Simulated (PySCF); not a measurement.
Isomers of C6H13ClOSi, mass 164.042 u with the commonest isotopes. Theory: PBE0/pcSseg-1 in PySCF (dipole) on a GFN2-xTB geometry, gas phase. One conformer each, none proved a minimum here; rigid rotors.

Question: Order these by dipole moment, largest first.
A. `[CH3:1][CH:2]([CH3:3])[O:4][SiH2:5][CH2:6]/[CH:7]=[CH:8]/[Cl:9]` with C1–C2–O4–Si5 83°, C2–O4–Si5–C6 179°, O4–Si5–C6–C7 -176°, Si5–C6–C7–C8 -108°
B. `[CH3:1][CH:2]([CH3:3])[CH2:4][C:5](=[O:6])[SiH2:7][CH2:8][Cl:9]` with C1–C2–C4–C5 70°, C2–C4–C5–O6 17°, C4–C5–Si7–C8 -178°, C5–Si7–C8–Cl9 -179°
C. `[CH2:1]=[C:2]([CH3:3])[Si@@H:4]([Cl:5])[C@H:6]([CH3:7])[O:8][CH3:9]` with C1–C2–Si4–Cl5 -107°, C2–Si4–C6–C7 69°, Si4–C6–O8–C9 -158°
D. `[SiH3:1][CH2:2][C@@H:3]1[CH2:4][CH2:5][C@@H:6]([Cl:7])[CH2:8][O:9]1` with Si1–C2–C3–C4 158°, C2–C3–C4–C5 -175°, C3–C4–C5–C6 54°, C4–C5–C6–Cl7 -176°, C5–C6–C8–O9 58°

Answer: A (2.95 D), B (2.61 D), C (2.25 D), D (1.93 D).

Question: Order these by rotational constant B, largest first.
A. `[CH3:1][CH2:2][C@@H:3]1[CH2:4][CH2:5][C@H:6]([Cl:7])[SiH2:8][O:9]1` with C1–C2–C3–C4 -176°, C2–C3–C4–C5 180°, C3–C4–C5–C6 69°, C4–C5–C6–Cl7 68°, C5–C6–Si8–O9 32°
B. `[CH3:1][CH:2]([CH3:3])[CH2:4][C:5](=[O:6])[SiH2:7][CH2:8][Cl:9]` with C1–C2–C4–C5 70°, C2–C4–C5–O6 17°, C4–C5–Si7–C8 -178°, C5–Si7–C8–Cl9 -179°
C. `[CH2:1]=[C:2]([CH3:3])[Si@@H:4]([Cl:5])[C@H:6]([CH3:7])[O:8][CH3:9]` with C1–C2–Si4–Cl5 -107°, C2–Si4–C6–C7 69°, Si4–C6–O8–C9 -158°
D. `[SiH3:1][CH2:2][C@@H:3]1[CH2:4][CH2:5][C@@H:6]([Cl:7])[CH2:8][O:9]1` with Si1–C2–C3–C4 158°, C2–C3–C4–C5 -175°, C3–C4–C5–C6 54°, C4–C5–C6–Cl7 -176°, C5–C6–C8–O9 58°
E. `[CH3:1][CH:2]([CH3:3])[O:4][SiH2:5][CH2:6]/[CH:7]=[CH:8]/[Cl:9]` with C1–C2–O4–Si5 83°, C2–O4–Si5–C6 179°, O4–Si5–C6–C7 -176°, Si5–C6–C7–C8 -108°

Answer: C (853.2 MHz), A (714.0 MHz), D (541.7 MHz), B (369.2 MHz), E (312.5 MHz).

Question: Order these by rotational constant C, smallest first.
A. `[CH2:1]=[C:2]([CH3:3])[Si@@H:4]([Cl:5])[C@H:6]([CH3:7])[O:8][CH3:9]` with C1–C2–Si4–Cl5 -107°, C2–Si4–C6–C7 69°, Si4–C6–O8–C9 -158°
B. `[SiH3:1][CH2:2][C@@H:3]1[CH2:4][CH2:5][C@@H:6]([Cl:7])[CH2:8][O:9]1` with Si1–C2–C3–C4 158°, C2–C3–C4–C5 -175°, C3–C4–C5–C6 54°, C4–C5–C6–Cl7 -176°, C5–C6–C8–O9 58°
C. `[CH3:1][CH2:2][C@@H:3]1[CH2:4][CH2:5][C@H:6]([Cl:7])[SiH2:8][O:9]1` with C1–C2–C3–C4 -176°, C2–C3–C4–C5 180°, C3–C4–C5–C6 69°, C4–C5–C6–Cl7 68°, C5–C6–Si8–O9 32°
D. `[CH3:1][CH:2]([CH3:3])[CH2:4][C:5](=[O:6])[SiH2:7][CH2:8][Cl:9]` with C1–C2–C4–C5 70°, C2–C4–C5–O6 17°, C4–C5–Si7–C8 -178°, C5–Si7–C8–Cl9 -179°
E. `[CH3:1][CH:2]([CH3:3])[O:4][SiH2:5][CH2:6]/[CH:7]=[CH:8]/[Cl:9]` with C1–C2–O4–Si5 83°, C2–O4–Si5–C6 179°, O4–Si5–C6–C7 -176°, Si5–C6–C7–C8 -108°

Answer: E (304.1 MHz), D (357.2 MHz), B (473.4 MHz), C (639.2 MHz), A (671.1 MHz).

```csv
SMILES,point group,Ia (u·Å²),Ib (u·Å²),Ic (u·Å²),κ,μa (D),μb (D),μc (D)
[SiH3]C[C@@H]1CC[C@@H](Cl)CO1,C1,172.08,932.94,1067.49,-0.94,0.37,1.89,0.11
C=C(C)[Si@@H](Cl)[C@H](C)OC,C1,375.25,592.31,753.07,-0.46,1.51,1.41,0.89
CC(C)O[SiH2]C/C=C/Cl,C1,115.00,1617.31,1661.89,-1.00,2.95,0.02,0.11
CC[C@@H]1CC[C@H](Cl)[SiH2]O1,C1,242.03,707.82,790.63,-0.90,0.83,0.59,2.11
CC(C)CC(=O)[SiH2]CCl,C1,135.68,1368.91,1414.66,-0.99,2.24,1.32,0.15
```
